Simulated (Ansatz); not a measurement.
CH3Li, singlet, geometry from GFN2-xTB of the parent state (such geometries of metal compounds can be far from the true shape); PBE0/cc-pVDZ run with Ansatz (an electronic-structure program).

Ansatz was given this input:
Ansatz 0.2 input:
```yaml
crystal:
  periodic: [false, false, false]
  atoms:
    - {symbol: Li, position_ang: [-1.20662055, -0.71723209, -1.05828569]}
    - {symbol: C, position_ang: [0.29200003, 0.17356889, 0.25610326]}
    - {symbol: H, position_ang: [0.88001435, -0.55142896, 0.87715171]}
    - {symbol: H, position_ang: [-0.10349501, 0.89346180, 1.01926889]}
    - {symbol: H, position_ang: [1.09134210, 0.76825007, -0.25818308]}
basis:
  gaussian:
    orbitals: cc-pVDZ
hamiltonian:
  xc: pbe0
```

Question: What does Ansatz print? Leave out banner, timings and long lists.

Answer: 
```
Functional definition: PBE0
488 factors; their error is unknown
mean field evaluation 1: about -1280.8427 eV, gradient 4.9e1 eV
mean field evaluation 2: about -1259.7363 eV, gradient 7.4e1 eV
mean field evaluation 4: about -1287.4608 eV, gradient 6.7e-1 eV
mean field evaluation 8: about -1287.4575 eV, gradient 1.2e-2 eV
mean field -1287.45748431 eV, -47.3131898783 hartree, gradient 5.9e-5 eV, S^2 0.000000; 0 other end points of the search recorded, 0 dependent functions left out
reference -1287.45752193 eV, -47.3131912609 hartree; 6, 6 occupied and 37, 37 virtual orbitals, 488 factors
Total energy: -1287.45752193 eV, -47.3131912609 hartree
```
